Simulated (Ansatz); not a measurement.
Reaction (formal hydrolysis of a C–Br bond): `[SiH3]C(Br)Br` + H₂O → `OC([SiH3])Br` + HBr

Gas-phase electronic energies from Ansatz, PBE0-D4/def2-TZVP geometries. CBS: MP2 limit from def2 TZ/QZ plus the TZ coupled-cluster correction, frozen cores. This one scheme is used for every species. For Br outer-core shells are correlated without core-valence functions, which leaves a few kJ/mol of doubt a bond. Scalar relativity is left out up to krypton. One conformer a species, not always the lowest.

`[SiH3]C(Br)Br`:

```xyz
8

Si    0.963    0.208   -0.111
C    -0.855   -0.144    0.269
Br   -1.232   -2.014   -0.072
Br   -1.970    1.034   -0.790
H     1.239    1.632    0.203
H     1.799   -0.675    0.741
H     1.191   -0.072   -1.546
H    -1.136    0.032    1.304
```

H₂O:

Cartesian coordinates in Å:
```
O 0.071 0.365 0.114
H -0.775 -0.015 -0.132
H 0.703 -0.351 0.018
```

`OC([SiH3])Br`:

Z-matrix (Å, degrees):
```
C
Si 1 1.898
Br 1 2.004 2 105.9
O 1 1.373 2 110.6 3 -121.3
H 1 1.093 2 113.1 3 110.4
H 2 1.481 1 108.8 3 61.0
H 2 1.482 1 107.9 3 -59.8
H 2 1.487 1 108.6 3 -178.8
H 4 0.963 1 109.9 2 -175.1
```

HBr:

```xyz
2

Br    0.134   -0.134    0.685
H    -0.134    0.134   -0.685
```

```csv
species,MP2/def2-QZVPP energy (Eh)
`[SiH3]C(Br)Br`,-5475.59554
H₂O,-76.34932
`OC([SiH3])Br`,-2978.27368
HBr,-2573.65765
```

(1) Work out ΔE.

Largest T1 diagnostic among the species: 0.010.

## Answers

(1) ΔE = (-2978.27368) + (-2573.65765) − (-5475.59554) − (-76.34932) = 0.01353 Eh = +35.5 kJ/mol. CCSD(T)/CBS gives +25.9 kJ/mol.

The D4 term adds +6.4 kJ/mol with B3LYP and +3.2 kJ/mol with PBE0; it sums over pairs of atoms, weighted by their polarisabilities, and B3LYP, whose exchange is more repulsive, gets the larger term. In def2-TZVPP, CCSD(T) changes the Hartree–Fock value by +18.5 kJ/mol (the triples alone add +1.9 kJ/mol) and MP2 by +30.3 kJ/mol.

B3LYP here is the variant with VWN-RPA as its local correlation; programs differ in this.
